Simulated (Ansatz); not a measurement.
`F[SiH]1BO1` + GeH₄ → `[GeH3][SiH]1BO1` + H–F  (formal exchange of groups at the Si–F bond)

Gas-phase electronic energies from Ansatz, PBE0-D4/def2-TZVP geometries. CBS: MP2 limit from def2 TZ/QZ plus the TZ coupled-cluster correction, frozen cores. This one scheme is used for every species. Functionals use def2-TZVPP. B3LYP here is the variant with VWN-RPA as its local correlation; programs differ in this. HSE06 is defined as in plane-wave codes. For Ge outer-core shells are correlated without core-valence functions, which leaves a few kJ/mol of doubt a bond. Scalar relativity is left out up to krypton.

```csv
level,ΔE (kJ/mol),difference from CCSD(T)/CBS
LDA (SPW92),105.9,-8.8
BLYP-D4,115.9,1.2
r2SCAN-D4,118.6,3.9
BHLYP-D4,127.8,13.1
ωB97X-V,123.8,9.1
r2SCAN,119.8,5.1
B3LYP,126.7,12.0
r2SCANh,119.9,5.2
HSE06,108.0,-6.7
RPA@PBE/def2-TZVPP,118.7,4.0
MP2/def2-TZVPP,118.5,3.8
SCS-MP2/def2-TZVPP,126.0,11.3
CCSD(T)/def2-TZVPP,116.9,2.2
HF/def2-QZVPP,152.2,37.5
MP2/def2-QZVPP,118.3,3.6
MP2/CBS(def2),116.3,1.6
CCSD(T)/CBS,114.7,0
```

Largest T1 diagnostic among the species: 0.015.

From PBE to PBE0 (25 % exact exchange), in def2-TZVPP and without D4, ΔE moves by +4.6 kJ/mol. The D4 term adds −7.0 kJ/mol with B3LYP and −4.0 kJ/mol with PBE0; it sums over pairs of atoms, weighted by their polarisabilities, and B3LYP, whose exchange is more repulsive, gets the larger term.
